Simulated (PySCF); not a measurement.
## LuOI, singlet: molecular constants

These are results of PBE in PySCF with Lu def2-SVP with ECP28, O def2-SVP, I def2-SVP with ECP28; scalar-relativistic core potentials, no spin–orbit coupling; density-fitted integrals, not measurements.

The structure is a minimum.

```json
{
  "Point group": "Cs",
  "Bond lengths": "Lu–I 2.807 Å, Lu–O 1.791 Å",
  "Bond angles": "I–Lu–O 113.2°",
  "Entropy at 298.15 K and 1 bar": "322.4 J/(mol K)",
  "Dipole moment": "6.57 D",
  "Highest occupied level": "-5.53 eV",
  "Rotational constants": "0.4503, 0.02645, 0.02498 cm⁻¹",
  "Rotational symmetry number": "1",
  "Lowest empty level": "-3.60 eV",
  "Principal polarisabilities": "46.2, 59.5, 96.7 bohr³",
  "Heat capacity Cp at 298.15 K": "51.6 J/(mol K)",
  "Zero-point energy": "6.8 kJ/mol",
  "Enthalpy at 298.15 K above 0 K": "13.53 kJ/mol",
  "Principal quadrupole moments (Buckingham, traceless) about the centre of mass": "-22.16, 7.79, 14.37 D Å"
}
```

Harmonic modes (masses in u: Lu 174.941, O 15.995, I 126.904):
```tsv
symmetry	ω (cm⁻¹)	IR (km/mol)
a'	114	9.1
a'	173	26.5
a'	845	121
```

Charges (e):
```csv
atom,Mulliken,Löwdin,polar tensor,Mayer order to Lu1
Lu1,0.70,0.17,1.33,–
O2,-0.44,-0.18,-0.82,2.33
I3,-0.26,0.01,-0.51,1.20
```

Mulliken populations on Lu1 (electrons outside its core potential): s 4.37, p 12.38, d 11.52, f 14.03.

Formally Lu is in oxidation state +3, d0. The polar-tensor charge on Lu, 1.33, is far below the formal one.

Stability towards spin polarisation was not tested. Other isomers or separated fragments may lie lower.

The final relaxation and frequency run took about 3 core-minutes on a shared host.
